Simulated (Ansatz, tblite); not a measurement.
Cost and result up the ladder for the cluster Ga2PF3 (6 atoms). Total charge 0; singlet. Geometry: PBE-D4/def2-SVP.

```xyz
6

Ga    1.039   -0.381   -0.831
Ga   -0.707    0.548    1.056
P     1.517    0.763    1.027
F     1.406   -1.223   -2.324
F    -2.321    0.760    1.705
F    -0.934   -0.468   -0.634
```

Ansatz on 4 threads of Arm Neoverse V1 on a shared host; xTB runs through tblite on one thread. Times are rough, summed over both states, and most runs start from the orbitals of an earlier one. PBE0-D4/def2-TZVP serves as the yardstick here, not as an exact answer. The other state is a triplet.

The xTB rows come from tblite. The structure comes from a short search, and lower isomers may exist.

xTB has no spin-polarisation term.

| level | functions | vertical triplet (eV) | difference from PBE0-D4/def2-TZVP (eV) |
| --- | --- | --- | --- |
| r2SCAN-D4/def2-TZVP | 226 | 3.01 | -0.05 |
| PBE-D4/def2-TZVP | 226 | 2.92 | -0.14 |
| PBE0-D4/def2-TZVP | 226 | 3.05 | 0.00 |
| GFN2-xTB | 39 | 2.40 | -0.65 |
| GFN1-xTB | 39 | 3.22 | 0.16 |

Problem. Estimate how long each takes.

Solution. GFN1-xTB 0.011 s; GFN2-xTB 0.011 s; PBE-D4/def2-TZVP 8.1 s; PBE0-D4/def2-TZVP 16 s; r2SCAN-D4/def2-TZVP 21 s. On shared hardware such times vary by a factor of up to 3.
